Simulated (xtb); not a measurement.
xtb input (GFN2-xTB):

```bash
xtb mol.xyz --gfn 2 --sp --chrg -1 --uhf 0
```
mol.xyz:
```
17

C      2.62354131    -0.07648354    -0.62401741
C      1.13919953     0.28693350    -0.66902059
C      0.33194608    -0.26907549     0.51362469
C     -1.15402277     0.08276627     0.49109654
C     -1.77380583     0.99377239     1.27084056
C     -1.92996567    -0.71640079    -0.54592594
H      3.08549782     0.29062395     0.29771044
H      3.18039366     0.34716136    -1.46706227
H      2.76222977    -1.16194183    -0.64532784
H      0.70746977    -0.07308123    -1.60848072
H      1.02400676     1.37533049    -0.67560707
H      0.48080785    -1.36486480     0.52887713
H      0.76811436     0.12054472     1.43944894
H     -1.01292965     1.43872784     1.95975301
H     -2.97952325    -0.42389926    -0.49862897
H     -1.86075003    -1.80405817    -0.37339295
H     -1.57667287    -0.55361732    -1.57687699
```

Output:

```
           -------------------------------------------------
          |                Calculation Setup                |
           -------------------------------------------------

           -------------------------------------------------
          |                 G F N 2 - x T B                 |
           -------------------------------------------------

        Reference                      10.1021/acs.jctc.8b01176
      * Hamiltonian:
        H0-scaling (s, p, d)           1.850000    2.230000    2.230000
        zeta-weighting                 0.500000
      * Dispersion:
        s8                             2.700000
        a1                             0.520000
        a2                             5.000000
        s9                             5.000000
      * Repulsion:
        kExp                           1.500000    1.000000
        rExp                           1.000000
      * Coulomb:
        alpha                          2.000000
        third order                    shell-resolved
        anisotropic                    true
        a3                             3.000000
        a5                             4.000000
        cn-shift                       1.200000
        cn-exp                         4.000000
        max-rad                        5.000000

          ...................................................
          :                      SETUP                      :
          :.................................................:
          :  # basis functions                  35          :
          :  # atomic orbitals                  35          :
          :  # shells                           23          :
          :  # electrons                        36          :
          :  max. iterations                   250          :
          :  Hamiltonian                  GFN2-xTB          :
          :  restarted?                      false          :
          :  GBSA solvation                  false          :
          :  PC potential                    false          :
          :  electronic temp.          300.0000000     K    :
          :  accuracy                    1.0000000          :
          :  -> integral cutoff          0.2500000E+02      :
          :  -> integral neglect         0.1000000E-07      :
          :  -> SCF convergence          0.1000000E-05 Eh   :
          :  -> wf. convergence          0.1000000E-03 e    :
          :  Broyden damping             0.4000000          :
          :  net charge                         -1          :
          :  unpaired electrons                  0          :
          ...................................................

 iter      E             dE          RMSdq      gap      omega  full diag
   1    -18.6328621 -0.186329E+02  0.366E+00    4.07       0.0  T
   2    -18.7440210 -0.111159E+00  0.308E+00    3.34       1.0  T
   3    -18.7824868 -0.384658E-01  0.160E+00    3.68       1.0  T
   4    -18.7788244  0.366233E-02  0.909E-01    3.58       1.0  T
   5    -18.7834718 -0.464733E-02  0.128E-01    3.72       1.0  T
   6    -18.7834735 -0.167026E-05  0.103E-01    3.71       1.0  T
   7    -18.7835596 -0.861656E-04  0.280E-02    3.72       1.0  T
   8    -18.7835644 -0.482022E-05  0.509E-03    3.73       4.8  T
   9    -18.7835645 -0.844764E-07  0.366E-03    3.73       6.6  T
  10    -18.7835646 -0.544663E-07  0.389E-04    3.73      62.4  T
  11    -18.7835646  0.500222E-11  0.256E-04    3.73      94.9  T

   *** convergence criteria satisfied after 11 iterations ***

         #    Occupation            Energy/Eh            Energy/eV
      -------------------------------------------------------------
         1        2.0000           -0.4727236             -12.8635
       ...           ...                  ...                  ...
        12        2.0000           -0.2806187              -7.6360
        13        2.0000           -0.2705507              -7.3621
        14        2.0000           -0.2539598              -6.9106
        15        2.0000           -0.2249233              -6.1205
        16        2.0000           -0.1723281              -4.6893
        17        2.0000           -0.1059199              -2.8822
        18        2.0000           -0.0540033              -1.4695 (HOMO)
        19                          0.0830362               2.2595 (LUMO)
        20                          0.2391160               6.5067
        21                          0.2700323               7.3480
        22                          0.2790847               7.5943
        23                          0.2938222               7.9953
       ...                                ...                  ...
        35                          0.8254616              22.4620
      -------------------------------------------------------------
                  HL-Gap            0.1370395 Eh            3.7290 eV
             Fermi-level            0.0145164 Eh            0.3950 eV

 SCC (total)                   0 d,  0 h,  0 min,  0.007 sec
 SCC setup                      ...        0 min,  0.000 sec (  1.385%)
 Dispersion                     ...        0 min,  0.000 sec (  1.136%)
 classical contributions        ...        0 min,  0.000 sec (  0.333%)
 integral evaluation            ...        0 min,  0.001 sec ( 13.095%)
 iterations                     ...        0 min,  0.004 sec ( 47.647%)
 molecular gradient             ...        0 min,  0.003 sec ( 34.655%)
 printout                       ...        0 min,  0.000 sec (  1.547%)

         :::::::::::::::::::::::::::::::::::::::::::::::::::::
         ::                     SUMMARY                     ::
         :::::::::::::::::::::::::::::::::::::::::::::::::::::
         :: total energy             -18.512235432095 Eh    ::
         :: gradient norm              0.029774468892 Eh/a0 ::
         :: HOMO-LUMO gap              3.729034914363 eV    ::
         ::.................................................::
         :: SCC energy               -18.783541194249 Eh    ::
         :: -> isotropic ES            0.128894725175 Eh    ::
         :: -> anisotropic ES          0.017034624238 Eh    ::
         :: -> anisotropic XC          0.010182907542 Eh    ::
         :: -> dispersion             -0.011597947748 Eh    ::
         :: repulsion energy           0.271305762154 Eh    ::
         :: add. restraining           0.000000000000 Eh    ::
         :: total charge              -1.000000000000 e     ::
         :::::::::::::::::::::::::::::::::::::::::::::::::::::

           -------------------------------------------------
          |                Property Printout                |
           -------------------------------------------------

    * Orbital Energies and Occupations

         #    Occupation            Energy/Eh            Energy/eV
      -------------------------------------------------------------
         1        2.0000           -0.4727236             -12.8635
       ...           ...                  ...                  ...
         6        2.0000           -0.3569472              -9.7130
         7        2.0000           -0.3320247              -9.0349
         8        2.0000           -0.3231104              -8.7923
         9        2.0000           -0.3115540              -8.4778
        10        2.0000           -0.2902431              -7.8979
        11        2.0000           -0.2840862              -7.7304
        12        2.0000           -0.2806187              -7.6360
        13        2.0000           -0.2705507              -7.3621
        14        2.0000           -0.2539598              -6.9106
        15        2.0000           -0.2249233              -6.1205
        16        2.0000           -0.1723281              -4.6893
        17        2.0000           -0.1059199              -2.8822
        18        2.0000           -0.0540033              -1.4695 (HOMO)
        19                          0.0830362               2.2595 (LUMO)
        20                          0.2391160               6.5067
        21                          0.2700323               7.3480
        22                          0.2790847               7.5943
        23                          0.2938222               7.9953
        24                          0.3120736               8.4920
        25                          0.3181829               8.6582
        26                          0.3410029               9.2792
        27                          0.3552580               9.6671
        28                          0.3775998              10.2750
        29                          0.3866398              10.5210
       ...                                ...                  ...
        35                          0.8254616              22.4620
      -------------------------------------------------------------
                  HL-Gap            0.1370395 Eh            3.7290 eV
             Fermi-level            0.0145164 Eh            0.3950 eV

     #   Z          covCN         q      C6AA      α(0)
     1   6 C        3.748    -0.080    22.104     6.706
     2   6 C        3.798    -0.039    21.282     6.569
     3   6 C        3.800    -0.041    21.314     6.573
     4   6 C        2.932    -0.086    30.156     9.006
     5   6 C        1.906    -0.375    43.165    10.611
     6   6 C        3.751    -0.070    21.893     6.673
     7   1 H        0.924     0.009     2.903     2.664
     8   1 H        0.924    -0.006     3.170     2.784
     9   1 H        0.924     0.007     2.943     2.683
    10   1 H        0.924    -0.000     3.065     2.738
    11   1 H        0.924     0.006     2.958     2.690
    12   1 H        0.922    -0.049     4.071     3.155
    13   1 H        0.924    -0.021     3.457     2.908
    14   1 H        0.920    -0.154     7.876     4.389
    15   1 H        0.924    -0.008     3.201     2.798
    16   1 H        0.923    -0.046     3.996     3.126
    17   1 H        0.923    -0.046     3.984     3.121

 Mol. C6AA /au·bohr⁶  :       2676.238731
 Mol. C8AA /au·bohr⁸  :      56679.484236
 Mol. α(0) /au        :         79.192950

Wiberg/Mayer (AO) data.
largest (>0.10) Wiberg bond orders for each atom

 ---------------------------------------------------------------------------
     #   Z sym  total        # sym  WBO       # sym  WBO       # sym  WBO
 ---------------------------------------------------------------------------
     1   6 C    3.995 --     2 C    1.011     7 H    0.989     9 H    0.989
                             8 H    0.988
     2   6 C    3.986 --     1 C    1.011     3 C    0.988    11 H    0.980
                            10 H    0.977
     3   6 C    3.953 --     2 C    0.988    13 H    0.976    12 H    0.969
                             4 C    0.944
     4   6 C    3.861 --     5 C    1.903     6 C    0.987     3 C    0.944
     5   6 C    2.978 --     4 C    1.903    14 H    0.947
     6   6 C    3.970 --    15 H    0.989     4 C    0.987    16 H    0.978
                            17 H    0.976
     7   1 H    1.000 --     1 C    0.989
     8   1 H    0.999 --     1 C    0.988
     9   1 H    1.000 --     1 C    0.989
    10   1 H    1.000 --     2 C    0.977
    11   1 H    1.000 --     2 C    0.980
    12   1 H    0.998 --     3 C    0.969
    13   1 H    1.000 --     3 C    0.976
    14   1 H    0.976 --     5 C    0.947
    15   1 H    1.000 --     6 C    0.989
    16   1 H    0.998 --     6 C    0.978
    17   1 H    0.998 --     6 C    0.976
 ---------------------------------------------------------------------------

Topologies differ in total number of bonds
Writing topology from bond orders to xtbtopo.mol

molecular dipole:
                 x           y           z       tot (Debye)
 q only:        1.811      -0.695      -1.296
   full:        2.653      -1.071      -1.565       8.287
Note: The following floating-point exceptions are signalling: IEEE_UNDERFLOW_FLAG IEEE_DENORMAL
normal termination of xtb
molecular quadrupole (traceless):
                xx          xy          yy          xz          yz          zz
 q only:       -4.927       3.307       3.847       5.941      -5.168       1.079
  q+dip:       -8.477       6.149       5.531       9.188      -4.634       2.945
   full:       -8.677       6.616       5.523       9.193      -5.326       3.153

           -------------------------------------------------
          | TOTAL ENERGY              -18.512235432095 Eh   |
          | GRADIENT NORM               0.029774468892 Eh/α |
          | HOMO-LUMO GAP               3.729034914363 eV   |
           -------------------------------------------------

------------------------------------------------------------------------
------------------------------------------------------------------------
 total:
 SCF:
```

It need not be the lowest isomer of its formula. Whether it binds its extra electron was not tested at this geometry.
